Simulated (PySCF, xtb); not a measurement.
H9PSi3, SMILES [SiH3]P([SiH3])[SiH3].

Harmonic wavenumbers (cm⁻¹) from GFN2-xTB in xtb 6.7.1 at its own minimum, in rising order: 81, 82, 95, 106, 107, 124, 419, 478, 479, 490, 490, 498, 545, 574, 574, 747, 747, 753, 753, 761, 772, 783, 787, 788, 2211, 2211, 2231, 2263, 2263, 2265, 2272, 2283, 2283.

Q: What does PBE-D3(BJ)/def2-SVP (PySCF) give at its own minimum? (An estimate is asked for; the answer gives what the named calculation found.)

A: 49, 98, 98, 120, 120, 130, 395, 443, 443, 500, 538, 538, 604, 604, 604, 840, 840, 885, 892, 892, 902, 904, 907, 907, 2140, 2140, 2147, 2165, 2165, 2169, 2173, 2176, 2176. Paired by order, the mean absolute difference is 70 cm⁻¹ and the zero-point energies are 46.2 and 46.8 kcal/mol.
